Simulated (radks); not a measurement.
Radial electron density D(r) = 4 pi r^2 rho(r) of an atom or ion with 44 electrons. Calculated with a radial shooting solver on a logarithmic mesh with Libxc functionals: scalar-relativistic Kohn-Sham, r2SCAN, spin-unpolarised, spherical densities, finite nucleus; meta-GGA in the generalised Kohn-Sham scheme; Fermi nuclear charge, rms radius of each element as measured or else 0.836 A^(1/3) + 0.57 fm.

| r (bohr) | D(r) (e/bohr) |
|---|---|
| 0.002888 | 10.62 |
| 0.003336 | 13.22 |
| 0.003821 | 16.17 |
| 0.004378 | 19.62 |
| 0.005016 | 23.62 |
| 0.005747 | 28.15 |
| 0.006584 | 33.19 |
| 0.007604 | 38.97 |
| 0.008711 | 44.70 |
| 0.009981 | 50.44 |
| 0.01143 | 55.89 |
| 0.0131 | 60.68 |
| 0.01501 | 64.42 |
| 0.01733 | 66.84 |
| 0.01986 | 67.45 |
| 0.02275 | 66.45 |
| 0.02607 | 64.20 |
| 0.02986 | 61.43 |
| 0.03449 | 59.09 |
| 0.03951 | 58.63 |
| 0.04527 | 60.79 |
| 0.05186 | 65.79 |
| 0.05942 | 72.91 |
| 0.06808 | 80.33 |
| 0.07862 | 85.86 |
| 0.09007 | 86.65 |
| 0.1032 | 82.40 |
| 0.1182 | 74.47 |
| 0.1355 | 66.14 |
| 0.1552 | 61.18 |
| 0.1792 | 61.92 |
| 0.2053 | 66.99 |
| 0.2352 | 71.78 |
| 0.2695 | 71.24 |
| 0.3088 | 62.98 |
| 0.3566 | 48.16 |
| 0.4086 | 33.98 |
| 0.4681 | 24.81 |
| 0.5363 | 22.24 |
| 0.6144 | 23.92 |
| 0.7039 | 25.56 |
| 0.8129 | 24.00 |
| 0.9314 | 19.27 |
| 1.067 | 13.18 |
| 1.222 | 7.649 |
| 1.401 | 3.752 |
| 1.605 | 1.540 |
| 1.853 | 0.4852 |
| 2.123 | 0.1301 |
| 2.432 | 0.02713 |
| 2.787 | 0.004223 |
| 3.193 | 0.0004684 |

What is the nuclear charge?

Answer. Z = 52. The innermost maximum, from 1s, lies near gamma/Z bohr with gamma = sqrt(1 - (Z/c)^2) = 0.925, here 0.0178 bohr (found: 0.0195), and its height grows with Z. The density is that of the tellurium ion Te8+ in [Kr] 4d8; the configuration itself is not fixed sharply by these data, and Z only to a few units. D(r) has 4 maxima, at r = 0.0195, 0.0859, 0.249, 0.715 bohr, and minima at 0.0380, 0.164, 0.532 bohr, inside which lie 1.98, 11.19, 28.96 electrons.
